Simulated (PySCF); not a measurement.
Computed shifts of a molecule C₂H₇AlClN, PBE0/pcSseg-1 run with PySCF, GIAO, gas phase, atoms alike by connectivity averaged where their shifts nearly agree, in ppm (number of nuclei): ¹H: 4.71 (1), 3.06 (3), 2.97 (3). ¹⁵N: 78.6 (1). ¹³C: 42.6 (2). References: ¹H against TMS (σ = 31.56 ppm); ³⁵Cl against HCl (σ = 945.9 ppm); ¹⁵N against NH3 (σ = 267.4 ppm); ¹³C against TMS (σ = 186.3 ppm), references at their B3LYP-D3(BJ)/def2-TZVP geometries, non-relativistic (without spin–orbit terms, shifts of atoms bonded to Cl or Br come out too high). Geometry optimised at B3LYP-D3(BJ)/def2-SVP. One conformer was computed; it need not be the lowest.

Task: Which structure fits?
(A) C[CH2][Al]([NH2])[Cl]
(B) C[N](C)[AlH][Cl]
(C) C[NH][Al]([CH3])[Cl]

Result: B, C[N](C)[AlH][Cl]
